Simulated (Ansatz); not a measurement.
`[CH3][GeH2][Se]C` + H₂ → `[CH3][GeH2][SeH]` + CH₄ at 700 K and 1 bar (hydrogenolysis of the Se–C bond).

Gas-phase electronic energies from Ansatz, PBE0-D4/def2-TZVP geometries. CCSD(T)/CBS is the MP2 limit (def2-TZVPP, def2-QZVPP) plus CCSD(T) − MP2 in def2-TZVPP, frozen cores. This one scheme is used for every species. For Ge, Se outer-core shells are correlated without core-valence functions, which leaves a few kJ/mol of doubt a bond. Scalar relativity is left out up to krypton. One conformer a species, not always the lowest.

```csv
species,CCSD(T)/CBS energy (Eh),H − E (kJ/mol),S (J/(mol·K))
`[CH3][GeH2][Se]C`,-4557.76484,323.1,507.4
H₂,-1.17544,46.8,155.3
`[CH3][GeH2][SeH]`,-4518.50643,226.8,441.3
CH₄,-40.46206,145.9,224.0
```

H − E and S are ideal-gas, rigid-rotor, harmonic terms from PBE0-D4/def2-TZVP, for one conformer and one mirror image of each species. For small species the MP2-based limit differs from directly extrapolated CCSD(T) by up to some mEh (0.8 for H₂); such offsets cancel only in part. 1 Eh = 2625.50 kJ/mol, R = 8.31446 J/(mol·K).

**Question.** By hand: ΔE, ΔH, ΔS and ΔG.

**Answer.** ΔE = (-4518.50643) + (-40.46206) − (-4557.76484) − (-1.17544) = -0.02821 Eh = -74.1 kJ/mol. Δ(H − E) = 226.8 + 145.9 − 323.1 − 46.8 = 2.8, so ΔH = -71.3 kJ/mol. ΔS = 441.3 + 224.0 − 507.4 − 155.3 = 2.6 J/(mol·K). ΔG = -71.3 − 700 × (2.6)/1000 = -73.1 kJ/mol.

**Question.** By hand: the equilibrium constant, and the temperature at which ΔG would vanish if ΔH and ΔS stayed fixed.

**Answer.** log₁₀ K = −ΔG/(RT ln 10) = 5.5. ΔH and −TΔS have one sign here, so there is no such temperature.

The number of gas molecules stays the same, so ΔS is small and ΔH decides. A doubt of 5 kJ/mol in ΔE shifts log₁₀ K by 0.4 here. Other conformers and mirror images would add mixing entropy, several J/(mol·K) or more a flexible species. Modes under 60 cm⁻¹, often nearly free rotors, make the harmonic entropy too high. These are equilibria of isolated gas molecules and say nothing of rates. Largest T1 diagnostic: 0.010 (customary marks: 0.02 for closed shells, 0.045 for open ones).

ΔS is within the doubt of such terms, so its sign, and with it that verdict, could turn.
